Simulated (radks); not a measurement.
The numbers below are computed, except where a source is named.
Initial-state core-level shifts of the tantalum ion Ta3+ when its valence configuration changes from [Xe] 4f14 5d2. Code: a radial shooting solver on a logarithmic mesh with Libxc functionals. Model: Dirac Kohn-Sham, PBE, spin-unpolarised, spherical densities, finite nucleus; open shells are shared between the two j in proportion to 2j + 1; Fermi nuclear charge, rms radius 5.3507 fm. Shifts are changes of the shell-averaged eigenvalues in eV (positive: less bound); the change of the density at the nucleus, which sets a Mossbauer isomer shift, is in e/bohr^3, on a base of 1.313e+06.

valence	3s	4s	4p	4d	density at nucleus
4f14 6s2	-7.060	-7.028	-7.042	-7.070	+279.4
4f12 5d2 6s2	-31.741	-29.581	-28.961	-28.137	+463.7
4f12 5d3 6s1	-27.778	-25.669	-25.048	-24.217	+300.6
4f11 5d4 6s1	-41.132	-37.522	-36.518	-35.202	+393.2
4f12 5d2 6p2	-34.439	-32.280	-31.658	-30.829	+188.5
4f13 5d2 6p1	-16.570	-15.656	-15.372	-14.985	+88.8
4f13 5d3	-11.572	-10.682	-10.394	-9.999	+73.6
4f13.5 5d2 6s0.5	-7.420	-7.001	-6.866	-6.680	+102.3
4f11.5 5d2.5 6s2	-38.406	-35.527	-34.720	-33.656	+513.0
